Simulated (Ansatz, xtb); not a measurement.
## Relative energy of two isomers of C2H8F2Si2

Structure a is `F[SiH](F)CC[SiH3]`, a singlet and structure b is `C[Si@H](F)C[SiH2]F`, a singlet. Both are isolated molecules in the gas phase, relaxed with B3LYP-D3(BJ)/def2-SVP, each in the lowest conformer that the search found.

Quicker runs give these differences E(b) − E(a): GFN2-xTB −0.6 kcal/mol; HF/STO-3G −9.4 kcal/mol (at GFN2-xTB geometries); r2SCAN-D4/def2-SVP −12.7 kcal/mol (at GFN2-xTB geometries).

Task: Estimate E(b) − E(a) at the level CCSD(T)/def2-SVP + ΔMP2/def2-TZVPP.

Result: Calculated at CCSD(T)/def2-SVP + ΔMP2/def2-TZVPP: E(b) − E(a) = −12.5 kcal/mol, so structure b lies lower.

How the difference moves with the method:

```tsv
level	geometry	E(b) − E(a) (kcal/mol)	departure from the last row (kcal/mol)	job, with rough time for the two
GFN2-xTB	GFN2-xTB	−0.6	+11.8	optimisation, 0.17 s
HF/STO-3G	GFN2-xTB	−9.4	+3.1	single point, 0.32 s
r2SCAN-D4/def2-SVP	GFN2-xTB	−12.7	−0.3	single point, 3.5 s
B3LYP-D3(BJ)/def2-SVP	B3LYP-D3(BJ)/def2-SVP	−12.2	+0.3	optimisation, 35 s
HF/def2-SVP	B3LYP-D3(BJ)/def2-SVP	−11.9	+0.6	part of the CCSD(T) run
MP2/def2-SVP	B3LYP-D3(BJ)/def2-SVP	−11.0	+1.5	part of the CCSD(T) run
CCSD(T)/def2-SVP	B3LYP-D3(BJ)/def2-SVP	−10.2	+2.3	single point
CCSD(T)/def2-SVP + ΔMP2/def2-TZVPP	B3LYP-D3(BJ)/def2-SVP	−12.5		single point, 46 s
```

As drawn, b has 1 C–Si, 1 C–H in place of 1 C–C, 1 Si–H.

None of the levels shown reverses the order. The largest departure from CCSD(T)/def2-SVP + ΔMP2/def2-TZVPP is that of GFN2-xTB, 11.8 kcal/mol. The last row adds to CCSD(T) the change of the MP2 difference between the two basis sets, here −2.3 kcal/mol.

With thermal terms from frequencies at re-optimised GFN2-xTB minima (ideal gas, soft modes damped towards free rotors, one conformer each, 298.15 K, 1 atm): the zero-point term adds +0.7 kcal/mol; ΔH is −11.6 and ΔG −12.0 kcal/mol.

The correlated steps freeze 14 core orbitals. Mirror images aren't counted in ΔG. Run with Ansatz 0.2.0, xtb 6.7.1; the last row on 4 threads of Arm Neoverse V1 on a shared host.
